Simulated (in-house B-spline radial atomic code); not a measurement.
Al is squeezed into an impenetrable sphere of radius R (the orbitals vanish at R). No spin polarisation. Caution: exact exchange at fractional occupations of open shells leaves self-interaction of up to several eV. All numbers are computed (non-relativistic B3LYP, spherical fractional occupations; point nucleus) with an all-electron radial atomic-structure program (B-spline basis), not measured.

Energies in eV above the free atom in [Ne] 3s2 3p1:

```csv
R (bohr),highest level (eV),[Ne] 3s2 3p1,[Ne] 3s2 3d1,[Ne] 3s1 3p2,-dE/dV in [Ne] 3s2 3p1 (GPa)
8.16,-2.01,0.1682,5.491,6.165,0.187
5.6,0.00246,1.87,9.333,8.414,5.32
4.67,2.63,5.085,13.95,12.34,22.4
4.32,4.35,7.56,17.07,15.24,40.1
3.79,8.38,14.13,24.7,22.72,103
3.02,20.5,37.7,49.44,48.4,480
2.63,32.9,65.19,76.42,77.39,1190
2.35,47.3,99.77,109.2,113.1,2460
1.71,123,311.4,302.3,324.2,18700
1.24,305,920.2,851.2,912.8,136000
```

(1) Does [Ne] 3s2 3d1 fall below [Ne] 3s2 3p1 under compression?

(2) Does [Ne] 3s1 3p2 fall below [Ne] 3s2 3p1 under compression?

The highest level is first positive in the row R = 5.6 bohr, pushed up by confinement above the zero of the free ion's potential. Each configuration is held fixed and needn't be the lowest in the sphere.

Answers

(1) Yes, between R = 2.35 and 1.71 bohr the order changes (near 2.02 bohr by linear interpolation).

(2) Yes, between R = 1.71 and 1.24 bohr the order changes (near 1.41 bohr by linear interpolation).
